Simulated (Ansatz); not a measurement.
Question: Name a neutral molecule of C, F, Ga, N and H with HOMO–LUMO gap (PBE/def2-TZVPP) between 4.45 and 4.75 eV and HOMO energy (PBE/def2-TZVPP) between -6.25 and -5.95 eV (Ansatz, PBE0-D4/def2-TZVP geometry).

Answer: `C[CH](F)[GaH][NH2]` (4.66 eV, -6.01 eV). Other molecules can fit too; these were computed, each in one conformer that needn't be the lowest.
